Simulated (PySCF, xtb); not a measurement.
Se(Cl)(SMe) (CH3ClSSe), SMILES CS[Se]Cl.

GFN2-xTB run with xtb at its own geometry gives an orbital gap of 3.08 eV and a dipole moment of 2.16 D.

Geometry: B3LYP-D3(BJ)/def2-SVP. The structure was generated by enumeration, and PubChem lists no compound with its InChIKey, so it may never have been made. Other conformers were not sampled.

Q: What does M06-2X/def2-TZVP in PySCF give? (Estimate from the structure and the level; the computed values follow.)

A: gap 6.57 eV (levels -8.12 and -1.55 eV), dipole 2.61 D.
